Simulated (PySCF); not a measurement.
The numbers below are computed, except where a source is named.
# CH9O2Si3

CH9O2Si3 is a small molecule (built as: Si site whose three back bonds go to CH3, OSiH3, OSiH3), neutral, doublet. The structure, one conformer, was relaxed in the gas phase by PBE0-D3(BJ)/def2-SVP. No frequency run checks that it is a minimum.

SMILES: C[Si](O[SiH3])O[SiH3]

| atom | x (Å) | y (Å) | z (Å) |
| --- | --- | --- | --- |
| Si1 | 0.186 | -1.138 | 0.193 |
| C2 | 0.967 | -2.228 | -1.111 |
| O3 | -1.229 | -0.532 | -0.438 |
| Si4 | -2.409 | 0.621 | -0.254 |
| O5 | 1.227 | 0.124 | 0.498 |
| Si6 | 1.487 | 1.556 | 1.291 |
| H7 | 1.927 | -2.633 | -0.760 |
| H8 | 1.145 | -1.621 | -2.015 |
| H9 | 0.299 | -3.062 | -1.370 |
| H10 | -3.680 | 0.097 | -0.830 |
| H11 | -2.021 | 1.874 | -0.968 |
| H12 | -2.613 | 0.935 | 1.194 |
| H13 | 1.685 | 1.315 | 2.752 |
| H14 | 2.705 | 2.199 | 0.723 |
| H15 | 0.315 | 2.468 | 1.109 |

EPR values by unrestricted B3LYP, IGLO-III on C O Si, pcH-1 on H.

Problem. Predict g and the largest hyperfine couplings. Where does the spin sit?

Solution. g = 2.0004, 2.0017, 2.0021. The spin sits on Si1 (80 %, bonded to 1 C + 2 O) by Mulliken populations.
| atom | isotope | isotropic (MHz) | dipolar, principal values (MHz) |
| --- | --- | --- | --- |
| Si1 | 29Si | -773.9 | -127.6, 63.2, 64.4 |
| C2 | 13C | 104.4 | -10.3, -9.6, 19.9 |
| O3 | 17O | -39.5 | -22.7, 10.8, 11.9 |
| O5 | 17O | -38.2 | -23.8, 11.3, 12.4 |
| H8 | 1H | 34.4 | -5.8, -0.7, 6.5 |
| H7 | 1H | -7.7 | -6.5, -2.6, 9.1 |

Problem. How do the isotropic couplings move with BHandHLYP?

Solution. Si1 -773.9 to -806.4 MHz, C2 104.4 to 104.1 MHz, O3 -39.5 to -42.7 MHz, O5 -38.2 to -41.6 MHz.
